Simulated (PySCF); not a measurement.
C10H10OS, SMILES c1coc(CCc2cccs2)c1, GFN2-xTB optimised geometry.

```
22

C     -0.35    -1.62     0.00
C      1.01    -1.62     0.00
O      1.49    -0.36     0.00
C      0.42     0.47     0.00
C      0.67     1.94    -0.06
C      0.63     2.44    -1.52
C      1.61     1.70    -2.36
C      1.39     0.62    -3.16
C      2.57     0.11    -3.75
C      3.68     0.82    -3.39
S      3.29     2.11    -2.32
C     -0.73    -0.25     0.00
H     -0.99    -2.47     0.00
H      1.73    -2.41     0.00
H      1.66     2.15     0.35
H     -0.08     2.47     0.52
H     -0.37     2.28    -1.93
H      0.85     3.51    -1.54
H      0.42     0.19    -3.31
H      2.60    -0.73    -4.41
H      4.70     0.67    -3.69
H     -1.73     0.13     0.00
```

Density from CAM-B3LYP/def2-SVP run with PySCF at that geometry.

Minimum of the electron density along straight lines between bonded atoms, close to the bond critical point (lines longer than 1.1 times the sum of covalent radii, or with two minima, are not listed):

```
bond     length / Å  ρ at the minimum / e bohr⁻³  ∇²ρ there / e bohr⁻⁵  position (fraction from the first atom)
-------  ----------  ---------------------------  --------------------  ---------------------------------------
C1–C2         1.359                        0.329                 -0.85                                     0.48
C2–O3         1.343                        0.290                  0.06                                     0.33
O3–C4         1.350                        0.287                  0.00                                     0.67
C4–C5         1.490                        0.264                 -0.65                                     0.52
C5–C6         1.544                        0.237                 -0.53                                     0.50
C6–C7         1.489                        0.261                 -0.63                                     0.49
C7–C8         1.359                        0.326                 -0.83                                     0.51
C8–C9         1.414                        0.298                 -0.75                                     0.50
C9–C10        1.355                        0.327                 -0.84                                     0.49
C7–S11        1.734                        0.213                 -0.45                                     0.47
C10–S11       1.719                        0.218                 -0.48                                     0.47
C1–C12        1.417                        0.293                 -0.71                                     0.50
C4–C12        1.364                        0.327                 -0.83                                     0.52
C1–H13        1.071                        0.285                 -1.11                                     0.64
C2–H14        1.072                        0.291                 -1.18                                     0.65
C5–H15        1.091                        0.278                 -1.04                                     0.63
C5–H16        1.091                        0.277                 -1.03                                     0.63
C6–H17        1.092                        0.278                 -1.03                                     0.63
C6–H18        1.092                        0.277                 -1.03                                     0.63
C8–H19        1.076                        0.284                 -1.10                                     0.64
C9–H20        1.075                        0.284                 -1.10                                     0.64
C10–H21       1.072                        0.286                 -1.13                                     0.64
C12–H22       1.071                        0.285                 -1.10                                     0.63
```
